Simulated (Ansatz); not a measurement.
Si₁₆BH₂₄, a doped nanocrystal cut from the lattice of silicon (B on an inner site): single points at one geometry.

```yaml
crystal:
  periodic: [false, false, false]
  atoms:
    - {symbol: Si, position_ang: [-1.853094, -2.588719, 2.684561]}
    - {symbol: Si, position_ang: [1.247282, -2.852051, -0.115994]}
    - {symbol: Si, position_ang: [-1.652014, 2.340111, -2.482705]}
    - {symbol: Si, position_ang: [1.089191, -0.214639, -2.617652]}
    - {symbol: B, position_ang: [-1.339928, -0.192202, 0.040048]}
    - {symbol: Si, position_ang: [1.125736, -0.180071, 2.681084]}
    - {symbol: Si, position_ang: [1.098008, 2.489081, 0.071797]}
    - {symbol: Si, position_ang: [3.878169, -0.131748, 0.043202]}
    - {symbol: Si, position_ang: [-2.844491, -1.167697, 1.050372]}
    - {symbol: Si, position_ang: [-2.780804, 0.861663, -0.985275]}
    - {symbol: Si, position_ang: [-0.328229, -1.431408, -1.160104]}
    - {symbol: Si, position_ang: [-0.295895, -1.466816, 4.041892]}
    - {symbol: Si, position_ang: [2.521238, -1.535335, 1.361878]}
    - {symbol: Si, position_ang: [-0.299843, 1.118632, -3.964978]}
    - {symbol: Si, position_ang: [-0.310162, 3.827116, -1.253292]}
    - {symbol: Si, position_ang: [2.470971, 1.179347, -1.318071]}
    - {symbol: Si, position_ang: [-0.327183, 1.022538, 1.256824]}
    - {symbol: H, position_ang: [-3.012917, -3.096959, 3.510791]}
    - {symbol: H, position_ang: [-1.217258, -3.763777, 1.991673]}
    - {symbol: H, position_ang: [2.169512, -3.415682, -1.170363]}
    - {symbol: H, position_ang: [0.606836, -4.012067, 0.602080]}
    - {symbol: H, position_ang: [-2.768377, 3.066492, -3.203080]}
    - {symbol: H, position_ang: [1.938019, -1.146319, -3.450716]}
    - {symbol: H, position_ang: [1.961576, 0.760904, 3.516304]}
    - {symbol: H, position_ang: [1.936711, 3.310657, 1.021981]}
    - {symbol: H, position_ang: [4.800372, -0.965594, -0.812233]}
    - {symbol: H, position_ang: [4.720345, 0.762995, 0.918993]}
    - {symbol: H, position_ang: [-3.703223, -2.038833, 0.165063]}
    - {symbol: H, position_ang: [-3.772014, -0.243486, 1.802004]}
    - {symbol: H, position_ang: [-3.704372, -0.004942, -1.808809]}
    - {symbol: H, position_ang: [-3.649604, 1.727558, -0.105054]}
    - {symbol: H, position_ang: [-1.228215, -2.280859, -2.032527]}
    - {symbol: H, position_ang: [0.464375, -2.478489, 4.865888]}
    - {symbol: H, position_ang: [-1.054138, -0.559688, 4.977086]}
    - {symbol: H, position_ang: [3.378602, -2.404894, 2.252985]}
    - {symbol: H, position_ang: [-1.153047, 0.270287, -4.873266]}
    - {symbol: H, position_ang: [0.499616, 2.081785, -4.808952]}
    - {symbol: H, position_ang: [0.485983, 4.680304, -2.211697]}
    - {symbol: H, position_ang: [-1.167093, 4.726579, -0.399541]}
    - {symbol: H, position_ang: [3.291628, 2.074935, -2.218309]}
    - {symbol: H, position_ang: [-1.222241, 1.871304, 2.136093]}
basis:
  gaussian: {orbitals: def2-SVP, fitting: {mean_field: def2-universal-jkfit}, initial_orbitals: start.molden}
magnetization: {spin_polarized: true, initial_magnetization: 1}
hamiltonian: {xc: {name: LC-wPBE, parameters: {omega: 0.3/bohr}}}
scf: {omitted_lower_state_checks: [starts]}
output: {orbitals: {seedname: orbitals}}
```

The file start.molden holds the orbitals of an earlier run on this structure, at another level or in another basis.

```sh
$ ansatz run in.yaml --threads 2 --pin off --events-out ev --progress --plain --max-ram 32768MiB --backend cuda --devices 0, --max-vram 18GiB
```

Output, abridged:

```
Functional definition: LC-wPBE
2555 factors; integrals over basis functions are off by at most 3.3e-1 eV
2555 factors; integrals over basis functions are off by at most 3.4e-7 eV
mean field evaluation 1: about -127024.7538 eV, gradient 9.9e0 eV
mean field evaluation 2: about -127025.3012 eV, gradient 5.2e-1 eV
mean field evaluation 4: about -127025.3010 eV, gradient 2.0e-2 eV
mean field -127025.30102130 eV, -4668.0937116914 hartree, gradient 3.0e-5 eV, S^2 0.760890; 0 other end points of the search recorded, 0 dependent functions left out
reference -127025.30102133 eV, -4668.0937116923 hartree; 127, 126 occupied and 295, 296 virtual orbitals, 2555 factors
Total energy: -127025.30102133 eV, -4668.0937116923 hartree
Checks for a lower state left out: starts
```

It took 15 s on 2 threads of AMD EPYC 7R13 on a shared host and a share (18 GiB) of an NVIDIA H100 80GB HBM3.

First input, but with `gaussian: {orbitals: def2-SVP, initial_orbitals: start.molden}`, `hamiltonian: {xc: pbe}`, `correlation: {method: rpa}` and without the key `output` (abridged; 16 s):

```
Functional definition: PBE
mean field -127005.42427379 eV, -4667.3632546932 hartree, gradient 1.6e-6 eV, S^2 0.751886
81 core orbitals not correlated: weight in the atoms' cores, before any rotation towards them, 1.000 or more for the frozen orbitals, at most 0.000 for the correlated occupied ones
Total energy: -126889.02222506 eV, -4663.0855583026 hartree
Checks for a lower state left out: starts
```

First input, but with `hamiltonian: {xc: {name: LC-wPBE, parameters: {omega: 0.15/bohr}}}` (abridged; 11 s):

```
Functional definition: LC-wPBE
mean field -127018.48499002 eV, -4667.8432271620 hartree, gradient 3.0e-5 eV, S^2 0.754381
Total energy: -127018.48499012 eV, -4667.8432271656 hartree
Checks for a lower state left out: starts
```

The first input with `gaussian: {orbitals: def2-TZVP, fitting: {mean_field: def2-universal-jkfit}, initial_orbitals: start.molden}`, `hamiltonian: {xc: pbe, dispersion: d4}`, `output: {forces: true, orbitals: {seedname: orbitals}}` (abridged; 22 s):

```
Functional definition: PBE
mean field -127049.62027889 eV, -4668.9874279236 hartree, gradient 1.5e-5 eV, S^2 0.752378
Total energy: -127052.38743625 eV, -4669.0891190808 hartree
Atom 0 force    -0.037820    -0.066914     0.014604 eV/Å
Atom 1 force     0.024923    -0.052187    -0.012581 eV/Å
Atom 2 force    -0.020798     0.006924    -0.013346 eV/Å
Atom 3 force     0.003531    -0.005173    -0.014628 eV/Å
Atom 4 force    -0.011478     0.001697     0.008410 eV/Å
Atom 5 force    -0.005040    -0.004234     0.014527 eV/Å
Atom 6 force     0.000487     0.008351    -0.000208 eV/Å
Atom 7 force     0.058560    -0.001039    -0.002569 eV/Å
Atom 8 force    -0.086905     0.025911    -0.046547 eV/Å
Atom 9 force    -0.073600    -0.021854     0.023349 eV/Å
Atom 10 force    -0.017810    -0.011251    -0.050659 eV/Å
Atom 11 force     0.012657    -0.004031     0.065389 eV/Å
Atom 12 force     0.037825    -0.004394     0.019859 eV/Å
Atom 13 force    -0.005676     0.004737    -0.046159 eV/Å
Atom 14 force     0.002208     0.052823    -0.000641 eV/Å
Atom 15 force     0.025419     0.011305    -0.008303 eV/Å
Atom 16 force    -0.011509     0.031997     0.024714 eV/Å
Atom 17 force     0.105403     0.036560    -0.075783 eV/Å
Atom 18 force    -0.067195     0.123970     0.069608 eV/Å
Atom 19 force    -0.094078     0.044212     0.097650 eV/Å
Atom 20 force     0.072402     0.102584    -0.067853 eV/Å
Atom 21 force     0.091121    -0.054544     0.055922 eV/Å
Atom 22 force    -0.071439     0.074948     0.066297 eV/Å
Atom 23 force    -0.066728    -0.080708    -0.061381 eV/Å
Atom 24 force    -0.068717    -0.059882    -0.082137 eV/Å
Atom 25 force    -0.073656     0.083559     0.082758 eV/Å
Atom 26 force    -0.068055    -0.084749    -0.083646 eV/Å
Atom 27 force     0.080289     0.098645     0.083568 eV/Å
Atom 28 force     0.095177    -0.083022    -0.079194 eV/Å
Atom 29 force     0.092740     0.083802     0.094012 eV/Å
Atom 30 force     0.086467    -0.097797    -0.077898 eV/Å
Atom 31 force     0.073972     0.067209     0.076047 eV/Å
Atom 32 force    -0.078992     0.098193    -0.072918 eV/Å
Atom 33 force     0.062348    -0.085199    -0.072717 eV/Å
Atom 34 force    -0.064219     0.069242    -0.076727 eV/Å
Atom 35 force     0.079450     0.078122     0.070240 eV/Å
Atom 36 force    -0.079983    -0.097500     0.066707 eV/Å
Atom 37 force    -0.083523    -0.070650     0.096829 eV/Å
Atom 38 force     0.076675    -0.068364    -0.080119 eV/Å
Atom 39 force    -0.062167    -0.075250     0.073023 eV/Å
Atom 40 force     0.067732    -0.076048    -0.077499 eV/Å
Dipole moment:     0.015643     0.045583     0.021414 e Å
Checks for a lower state left out: starts
```

The first input with `gaussian: {orbitals: def2-TZVP, fitting: {mean_field: def2-universal-jkfit}, initial_orbitals: start.molden}`, `hamiltonian: {xc: {name: B3LYP}, dispersion: d4}` (abridged; 13 s):

```
Functional definition: B3LYP
mean field -127123.58877800 eV, -4671.7057201280 hartree, gradient 1.3e-5 eV, S^2 0.754860
Total energy: -127128.07137260 eV, -4671.8704524415 hartree
Checks for a lower state left out: starts
```

Geometry: PBE-D4/def2-SVP.

B3LYP takes the VWN-RPA correlation. Correlated methods freeze 81 core orbitals. Single mean-field runs in def2-SVP, def2-TZVP are fitted with def2-universal-jkfit.
